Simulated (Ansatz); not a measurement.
Consider the redistribution: `[Li][I]` + `FB(F)c1ccccc1` → `[Li][c]1ccccc1` + `FB(F)I`.

Isolated molecules relaxed with PBE0-D4/def2-TZVP in Ansatz; ΔE leaves out vibrations. CBS: MP2 limit from def2 TZ/QZ plus the TZ coupled-cluster correction, frozen cores. Functionals use def2-TZVPP. Elements past krypton have def2 core potentials. For I, Li outer-core shells are correlated without core-valence functions, which leaves a few kJ/mol of doubt a bond. Each species was taken in one conformer, which may not be the lowest.

Problem. Is it downhill or uphill in electronic energy at CCSD(T)/CBS, and by how much? (Estimate.)

Solution. The calculation gave: Uphill: ΔE = +262.8 kJ/mol.

Problem. What do these levels give: BLYP-D4, r2SCAN-D4, B97M-V, r2SCAN0-D4, CAM-B3LYP-D4, PBE-QIDH, PBE, r2SCAN, BHLYP, HF/def2-SVP, MP2/def2-TZVPP, CCSD/CBS(def2)? (Estimate.)

Solution. Ansatz gave: BLYP-D4 248.8, r2SCAN-D4 266.8, B97M-V 261.0, r2SCAN0-D4 275.9, CAM-B3LYP-D4 270.7, PBE-QIDH 268.2, PBE 248.8, r2SCAN 266.3, BHLYP 282.6, HF/def2-SVP 313.0, MP2/def2-TZVPP 254.5, CCSD/CBS(def2) 270.2 kJ/mol.

Largest T1 diagnostic among the species: 0.012.

From PBE to PBE0 (25 % exact exchange), in def2-TZVPP and without D4, ΔE moves by +15.9 kJ/mol. Leaving LDA and LC-ωPBE aside and taking each functional with its dispersion term where it has one, the values, not all of them listed here, spread over 38.2 kJ/mol, from revPBE-D4 to BHLYP-D4. LDA lies +8.2 kJ/mol from PBE without D4.
